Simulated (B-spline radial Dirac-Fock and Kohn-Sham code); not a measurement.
**Two-hole binding energies of Ce²⁺**

System: the Ce²⁺ ion in the configuration [Xe] 4f2, inside a Watson sphere of charge -2 and radius 1.6 Å (a model of the Madelung potential; inside it an electron's potential energy is raised by 18.0 eV).

Input file task.json (cfg lists n, l and occupation; rrms is the nuclear radius in fm):

```json
{"items": [{
  "Z": 58,
  "q": 2,
  "cfg": [[1, 0, 2], [2, 0, 2], [2, 1, 6], [3, 0, 2], [3, 1, 6], [3, 2, 10], [4, 0, 2], [4, 1, 6], [4, 2, 10], [4, 3, 2], [5, 0, 2], [5, 1, 6]],
  "A": 140,
  "rrms": 4.8771,
  "watson": [-2, 1.6],
  "do": ["binding", "quiet", "double"]
}]}
```

Command: `python xray_run.py task.json out`

Model: relaxed Dirac-Fock hole states (ΔSCF) with Breit and QED corrections and a finite nucleus. Program: a radial finite-basis atomic code. U is the two-hole binding energy less the two single-hole energies, the effective repulsion of the holes after relaxation. Each two-hole energy is an average over J within one jj subconfiguration.

```tsv
holes	E(a) (eV)	E(b) (eV)	E(ab) (eV)	U (eV)
1s⁻¹ 2p3/2⁻¹	40439.5	5721.7	46412.0	250.7
1s⁻¹ 3d3/2⁻¹	40439.5	899.4	41412.0	73.1
1s⁻¹ 3d5/2⁻¹	40439.5	881.0	41391.9	71.3
2p1/2⁻¹ 2p3/2⁻¹	6162.9	5721.7	12062.2	177.6
2p3/2⁻²	5721.7	5721.7	11618.9	175.5
2s⁻¹ 3p1/2⁻¹	6552.7	1272.6	7893.8	68.6
2s⁻¹ 3p3/2⁻¹	6552.7	1184.1	7802.4	65.6
2p1/2⁻¹ 3s⁻¹	6162.9	1437.2	7666.4	66.3
2p3/2⁻¹ 3s⁻¹	5721.7	1437.2	7224.7	65.7
2p3/2⁻¹ 3p1/2⁻¹	5721.7	1272.6	7064.9	70.7
2p3/2⁻¹ 3d3/2⁻¹	5721.7	899.4	6695.1	74.0
2p3/2⁻¹ 3d5/2⁻¹	5721.7	881.0	6673.2	70.5
3d5/2⁻²	881.0	881.0	?	?
4d5/2⁻²	107.6	107.6	236.1	21.0
```

Question: Give the missing two-hole energy and U.

Answer: E(ab) = 1817.8 eV and U = 55.8 eV.

Values without a named source are computed, but for edge energies of neutral atoms, which are taken from tables.
